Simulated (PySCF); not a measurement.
Predicted microwave data (PBE0-D3(BJ)/def2-SVP geometry optimisation, gas phase (PySCF)) for one isomer of C10H7F3:

```
Rotational constants : A = 2806, B = 312.0, C = 295.7 MHz
Dipole components    : |μa| = 3.53 D, |μb| = 0.03 D, |μc| = 0.06 D
Inertial defect      : -90.85 u·Å²
κ                    : -0.99
```

Question: Which candidate fits, each taken in the one conformer that was computed?
A. `c1cc2c(cc1)C=C(C2)C(F)(F)F`
B. `CC#Cc1ccc(C(F)(F)F)cc1`

Answer: B. It is CC#Cc1ccc(C(F)(F)F)cc1, a near-prolate asymmetric top, point group C1. The candidates at the same level (rigid rotor, commonest isotopes):

```
                SMILES  A (MHz)  B (MHz)  C (MHz)  μa (D)  μb (D)  μc (D)  Δ (u·Å²)  point group                        rotor
CC#Cc1ccc(C(F)(F)F)cc1     2806    312.0    295.7    3.53    0.03    0.06    -90.85           C1  near-prolate asymmetric top
FC(F)(F)C1=Cc2ccccc2C1     2274    431.2    387.7    2.40    0.27    0.00    -90.90           Cs  near-prolate asymmetric top
```

`FC(F)(F)C1=Cc2ccccc2C1` has B 38 % too high. No structure here is proved a minimum.

Shape of the structure used: `[CH3:1][C:2]#[C:3][c:4]1[cH:5][cH:6][c:7]([C:8]([F:9])([F:10])[F:11])[cH:12][cH:13]1`: C6–C7–C8–F9 -20°.
